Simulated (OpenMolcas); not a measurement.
# Tb3+ in CaO: curves along the breathing mode

Tb3+ with its 6 nearest oxide ions, on the Ca site of CaO (a = 4.8105 Å, distance in the model lattice 2.405 Å). The rest of the host is ab initio model potentials to 7.6 Å, with orthogonalisation functions on the cations behind the ligands, and point charges beyond; the distance is set by hand and nothing relaxes, and no local charge compensation is placed. Ligand basis ANO-RCC-VDZP.

```
Program             : OpenMolcas 26.06
Method              : CASSCF
Basis               : ANO-RCC-VDZP [7s6p4d2f1g]
Scalar Hamiltonian  : DKH2, point nucleus
Active space        : 8 electrons in 7 orbitals (4f)
State averaging     : 2S+1 = 7 even, 7 roots; 2S+1 = 5 even, 62 roots kept (CI in the orbitals of an earlier block); 2S+1 = 3 even, 3 roots kept (CI in the orbitals of an earlier block, 0 in the spin-orbit step)
Spin-orbit coupling : RASSI with atomic mean-field integrals over the reference wave functions
```

Spin-free energies (labels of O, the rotations of Oh) in cm-1 above the lowest fitted minimum, as all ligands move together:

```tsv
R (Å)	7A2	7T2	7T1	5E	5T2	5A1	5T1
2.184	690	1460	2530	26930	26970	29880	29950
2.236	150	830	1810	26310	26340	29330	29390
2.287	2680	3300	4190	28780	28810	31860	31920
2.339	8050	8620	9430	34100	34130	37230	37280
2.39	15820	16340	17080	41820	41840	44990	45030
2.442	26110	26590	27280	52070	52090	55270	55320
2.493	38460	38890	39540	64370	64390	67610	67650
```

Cubic fits give the following; the wavenumber is harmonic, with the mass of all moving ligands, small differences in it between states hang on the degree of the fit, a number in brackets counts states of one label, and the table is a selection of at most 14 states with clean curves.

```
 State  R0 (Å)  Breathing mode (cm-1)  Minimum (cm-1)
   7A2   2.218                    637               0
   7T2   2.219                    637             710
   7T1   2.221                    638            1720
    5E   2.219                    637           26190
   5T2   2.219                    637           26220
   5A1   2.218                    637           29190
   5T1   2.218                    637           29250
 5E(2)   2.218                    637           29290
5T2(2)   2.219                    637           29780
5T1(2)   2.220                    638           30160
 5E(3)   2.220                    638           30350
5T2(3)   2.220                    638           30460
5T2(4)   2.219                    637           30990
 5E(4)   2.219                    638           31330
```

For an f ion spin-orbit coupling outweighs the ligand field, so these spin-free curves are not those of observable levels.

High states are left out of the spin-orbit mixing, which shifts the levels that they would mix with. Without dynamic correlation the ligand-field splitting of an f shell can come out too small, at times by half. No measured value stands beside these numbers.
